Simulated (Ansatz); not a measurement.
bis(trichlorosilyl)methane (CH₂Cl₆Si₂), singlet, at a GFN2-xTB geometry; BLYP/STO-3G (Ansatz, a program for electronic structure).

Ansatz was given this input:
Ansatz 0.2 input:
```yaml
crystal:
  periodic: [false, false, false]
  atoms:
    - {symbol: Cl, position_ang: [3.26052000, -0.53738498, -1.13336811]}
    - {symbol: Si, position_ang: [1.60710573, 0.23649542, -0.26836104]}
    - {symbol: Cl, position_ang: [2.00035562, 0.66527047, 1.65976350]}
    - {symbol: Cl, position_ang: [1.07094830, 1.91445903, -1.24446984]}
    - {symbol: C, position_ang: [0.22253351, -1.07870862, -0.36950706]}
    - {symbol: Si, position_ang: [-1.54059755, -0.55888706, 0.15792715]}
    - {symbol: Cl, position_ang: [-2.29245094, 0.75063201, -1.17475212]}
    - {symbol: Cl, position_ang: [-1.52172421, 0.27063151, 1.99296333]}
    - {symbol: Cl, position_ang: [-2.69199891, -2.21846337, 0.18936396]}
    - {symbol: H, position_ang: [0.52408362, -1.93415496, 0.23660337]}
    - {symbol: H, position_ang: [0.17355337, -1.44756964, -1.39499878]}
basis:
  gaussian:
    orbitals: STO-3G
    point_charges:
      - {charge: 1.0, position_ang: [-2.3191, 3.0648, 4.6580]}
hamiltonian:
  xc: blyp
```

The log (banner, timings and long lists left out):

```
Functional definition: BLYP
890 factors; integrals over basis functions are off by at most 2.9e-5 eV
mean field evaluation 1: about -90934.0071 eV, gradient 5.0e1 eV
mean field evaluation 2: about -90925.1065 eV, gradient 7.2e1 eV
mean field evaluation 4: about -90944.1473 eV, gradient 5.1e0 eV
mean field evaluation 8: about -90944.1778 eV, gradient 8.5e-2 eV
mean field -90944.17787563 eV, -3342.1368927515 hartree, gradient 1.2e-5 eV, S^2 0.000000; 0 other end points of the search recorded, 0 dependent functions left out
reference -90944.17823786 eV, -3342.1369060634 hartree; 69, 69 occupied and 10, 10 virtual orbitals, 890 factors
Total energy: -90944.17823786 eV, -3342.1369060634 hartree
```
